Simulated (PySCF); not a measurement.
C₂H₈AlNO.

```xyz
13

Al    -0.0886     0.0374     0.5327
C      0.1827    -0.9669    -1.1208
C      0.3679    -0.1125    -2.3765
H     -0.6967    -1.6270    -1.2445
H      1.0358    -1.6569    -0.9899
H      1.2744     0.5116    -2.3156
H     -0.4781     0.5763    -2.5262
H      0.4595    -0.7242    -3.2898
O     -0.9541     1.5070     0.4221
H     -1.1723     2.1115     1.1311
N      0.5168    -0.5393     2.0996
H      0.3914    -0.0897     2.9991
H      1.0495    -1.3934     2.2204
```
Charge 0, spin multiplicity 1.

The structure is a stationary point at PBE0-D3(BJ)/def2-SVP. The structure was generated by enumeration; whether it is a known compound was not checked. The values are those of a single conformer.

Calculation: PySCF with PBE/pcSseg-1. Non-relativistic, no solvent.

Computed absolute GIAO shielding of each atom: isotropic value and principal components (ppm):
```
atom  σ(iso)    σ11    σ22    σ33  span
----  ------  -----  -----  -----  ----
Al1    392.6  355.0  376.6  446.3  91.3
C2     182.7  169.9  180.8  197.4  27.5
C3     168.9  161.4  163.3  182.2  20.8
H4      30.9   26.3   29.4   36.8  10.5
H5      31.2   26.5   30.1   37.0  10.5
H6      30.2   25.9   28.5   36.2  10.3
H7      29.9   25.2   29.1   35.4  10.2
H8      29.9   24.9   27.6   37.3  12.5
O9     303.4  260.0  309.1  341.1  81.2
H10     30.0   22.6   23.8   43.6  21.0
N11    239.0  218.7  220.1  278.1  59.4
H12     30.9   24.4   26.2   42.1  17.7
H13     30.9   24.6   27.6   40.4  15.9
```
